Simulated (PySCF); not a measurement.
Simulation results for Ge₂H₆N₂

All values are calculated (PySCF 2.14.0). Calculation on a computer-drawn molecule: optimised geometry and harmonic frequencies of an isolated molecule of the commonest isotopes, restricted reference for singlets and unrestricted otherwise, frozen core in MP2; on germanium a core potential holds 10 electrons, which the energies leave out, and 3d is frozen in MP2 and coupled-cluster steps.

Entry: Ge₂H₆N₂

Start structure:
```xyz
10
Ge2H6N2
N      1.2847    -0.6249     0.6225
Ge    -0.1808     0.0712    -0.3103
N      0.1044     1.6339    -1.1929
Ge     1.3166     2.7549    -1.4971
H      1.6064    -0.1117     1.3890
H      2.0963    -0.8527    -0.0410
H     -1.1717     0.2975     0.7034
H     -0.4880    -0.9937    -1.3269
H      2.8099     2.7954    -1.2044
H      0.8901     3.9108    -2.3762
```

Settings of this run: charge 0, multiplicity 1, method HF, basis cc-pVDZ and basis and core potential on germanium cc-pVDZ-PP ECP10MDF.

The calculation gives: rotational constants 7.684, 1.123, 0.9979 GHz; total energy -699.0987 hartree; convergence status largest gradient component 2.224e-05 hartree/bohr.

Drawn bonds:
```tsv
atom	other atom	order
1	2	1
2	3	1
3	4	2
1	5	1
1	6	1
2	7	1
2	8	1
4	9	1
4	10	1
```

Optimised structure:
```xyz
10
Ge2H6N2
N      1.3685    -0.5122     0.5260
Ge    -0.1603     0.0691    -0.3271
N     -0.0344     1.6367    -1.2684
Ge     1.2528     2.6748    -1.5049
H      1.7113     0.0825     1.2606
H      2.1388    -0.7526    -0.0738
H     -1.2130     0.2585     0.7665
H     -0.5501    -1.0392    -1.3069
H      2.6761     2.5329    -0.9588
H      1.0782     3.9303    -2.3471
```

Modes:
```tsv
frequency (cm⁻¹)	reduced mass (dalton)
84.36	2.469
93.98	5.941
219.4	1.06
252.3	4.899
280.7	1.197
496.8	3.325
543.2	1.182
565.1	1.382
624.5	1.076
671	1.847
697.9	2.86
771.8	1.049
883.1	1.1
936.9	1.037
966.1	1.031
968.8	1.168
1158	8.731
1694	1.099
2219	1.022
2224	1.024
2244	1.015
2277	1.018
3734	1.051
3826	1.094
```
